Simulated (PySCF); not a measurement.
Radial density of V⁺ (vanadium, charge +1)

UHF, [Ar] 3d4, high-spin 5D determinant. All numbers are calculated (PySCF 2.14, no relativity, point nucleus, in cc-pVTZ (7s6p4d2f1g, 68 functions)).

```csv
r (bohr),4πr²ρ (e/bohr),4πr²(ρα − ρβ)
0.00118,0.1360,0.0000
0.00199,0.3707,0.0000
0.00335,0.9856,-0.0001
0.00563,2.511,-0.0002
0.00947,5.956,-0.0004
0.0159,12.54,-0.0009
0.0268,21.66,-0.0015
0.0450,27.28,-0.0020
0.0758,23.11,-0.0020
0.127,21.88,0.0069
0.214,29.64,0.1182
0.361,16.93,0.6856
0.607,9.604,1.9331
1.02,10.74,2.5575
1.72,3.058,1.4849
2.89,0.3803,0.3436
4.85,0.01756,0.0175
8.17,0.0001648,0.0002
```

(1) Where is the radial spin density 4πr²(ρα − ρβ) most negative, and why is it negative at all?

## Answers

(1) Around r = 0.0758 bohr, down to -0.0020 e/bohr: exchange with the open shell polarises the paired shells in an unrestricted calculation.
